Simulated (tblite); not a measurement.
Compound: C5H7BBrCl.
Atom-mapped SMILES: `[CH2:1]=[C:2]([CH3:3])/[CH:4]=[C:5](/[Cl:6])[BH:7][Br:8]` (hydrogens: H9, H10 on C1; H11, H12, H13 on C3; H14 on C4; H15 on B7)

Computed with GFN2-xTB (tblite), gas phase: L-BFGS steps from a force-field or distance-geometry start until the largest atomic force falls under 0.01 eV/Å.

Step 19: E = -656.5593 eV
```
atom  x, y, z in Å  |  force x, y, z in eV/Å
C1     -0.0208    1.5145    1.8031   -0.015   0.002   0.006
C2     -0.0940    0.6769    0.7681    0.042  -0.005  -0.019
C3     -1.4016    0.1442    0.2674    0.002   0.020   0.024
C4      1.1237    0.2619    0.0950    0.033  -0.019  -0.016
C5      1.1927   -0.5912   -0.9305   -0.022  -0.029  -0.018
Cl6     2.7936   -0.9696   -1.5685   -0.038  -0.020  -0.035
B7      0.1325   -1.3831   -1.7584    0.007   0.004  -0.002
Br8    -0.1146   -3.2029   -1.4635    0.025   0.008   0.014
H9     -0.9022    1.8391    2.3272   -0.004   0.021   0.021
H10     0.9203    1.9005    2.1572   -0.027  -0.007   0.000
H11    -2.2262    0.5334    0.8571   -0.026   0.018   0.029
H12    -1.5506    0.4371   -0.7704   -0.021  -0.030   0.004
H13    -1.4189   -0.9430    0.3342   -0.009   0.009  -0.030
H14     2.0404    0.6795    0.4911   -0.008   0.013   0.011
H15    -0.4786   -0.8894   -2.6309    0.062   0.016   0.009
```

Step 20: E = -656.5597 eV
```
atom  x, y, z in Å  |  force x, y, z in eV/Å
C1     -0.0211    1.5147    1.8033   -0.015  -0.002   0.002
C2     -0.0936    0.6770    0.7681    0.023   0.005  -0.003
C3     -1.4021    0.1447    0.2680   -0.006   0.015   0.012
C4      1.1244    0.2620    0.0955    0.020  -0.020  -0.018
C5      1.1901   -0.5917   -0.9297    0.026  -0.020  -0.014
Cl6     2.7914   -0.9707   -1.5702   -0.051  -0.020  -0.031
B7      0.1325   -1.3842   -1.7593    0.011   0.011   0.012
Br8    -0.1132   -3.2036   -1.4629    0.019   0.006   0.009
H9     -0.9027    1.8393    2.3275    0.002   0.018   0.016
H10     0.9200    1.9004    2.1572   -0.025  -0.005   0.003
H11    -2.2273    0.5346    0.8588    0.009  -0.003   0.002
H12    -1.5507    0.4366   -0.7709   -0.023  -0.027   0.033
H13    -1.4181   -0.9433    0.3332   -0.017   0.031  -0.020
H14     2.0416    0.6801    0.4912   -0.023   0.002   0.001
H15    -0.4758   -0.8880   -2.6316    0.051   0.008  -0.004
```

Step 21: E = -656.5602 eV
```
atom  x, y, z in Å  |  force x, y, z in eV/Å
C1     -0.0216    1.5151    1.8037   -0.010  -0.005  -0.003
C2     -0.0928    0.6773    0.7683   -0.005   0.011   0.011
C3     -1.4022    0.1455    0.2690   -0.010   0.006  -0.001
C4      1.1251    0.2617    0.0957   -0.001  -0.012  -0.010
C5      1.1877   -0.5925   -0.9290    0.057  -0.005  -0.002
Cl6     2.7878   -0.9722   -1.5724   -0.044  -0.022  -0.035
B7      0.1327   -1.3852   -1.7601    0.012   0.010   0.022
Br8    -0.1114   -3.2043   -1.4626    0.012   0.001   0.004
H9     -0.9031    1.8401    2.3284    0.007   0.012   0.007
H10     0.9194    1.9005    2.1575   -0.017   0.001   0.009
H11    -2.2282    0.5354    0.8603    0.035  -0.015  -0.015
H12    -1.5508    0.4358   -0.7708   -0.024  -0.017   0.045
H13    -1.4173   -0.9429    0.3320   -0.022   0.039  -0.007
H14     2.0422    0.6807    0.4911   -0.027  -0.006  -0.007
H15    -0.4719   -0.8871   -2.6330    0.037   0.003  -0.018
```

Task: Estimate the geometry and energy of step 22. (The exact step hangs on the optimiser's Hessian estimate; all steps are aligned on step 21, rigid shifts and turns removed.)

Result: E = -656.5607 eV, largest force 0.065 eV/Å
```
atom  x, y, z in Å  |  force x, y, z in eV/Å
C1     -0.0224    1.5157    1.8045   -0.002  -0.006  -0.006
C2     -0.0921    0.6780    0.7689   -0.030   0.011   0.018
C3     -1.4021    0.1466    0.2702   -0.009  -0.004  -0.011
C4      1.1256    0.2614    0.0960   -0.021   0.000   0.003
C5      1.1854   -0.5936   -0.9281    0.063   0.011   0.013
Cl6     2.7824   -0.9744   -1.5756   -0.019  -0.026  -0.042
B7      0.1332   -1.3862   -1.7607    0.011   0.007   0.026
Br8    -0.1090   -3.2054   -1.4627    0.005  -0.002   0.000
H9     -0.9034    1.8413    2.3299    0.009   0.005  -0.003
H10     0.9184    1.9010    2.1583   -0.006   0.006   0.014
H11    -2.2288    0.5358    0.8614    0.047  -0.020  -0.020
H12    -1.5510    0.4348   -0.7699   -0.025   0.002   0.038
H13    -1.4165   -0.9418    0.3304   -0.025   0.029   0.010
H14     2.0424    0.6813    0.4908   -0.021  -0.010  -0.011
H15    -0.4665   -0.8866   -2.6354    0.025  -0.002  -0.029
```

The energy changes by -0.0005 eV. The first-order estimate −F·Δx gives -0.0006 eV and the mean of the old and new forces, exact on a quadratic surface, -0.0005 eV. The step makes an angle of 64° with the force vector and moves no atom by more than 0.007 Å.

The cost below is that of the whole relaxation. The run took 1.3 s wall on one thread of an Arm Neoverse N1, shared host with 64 logical CPUs at a one-minute load of 40.
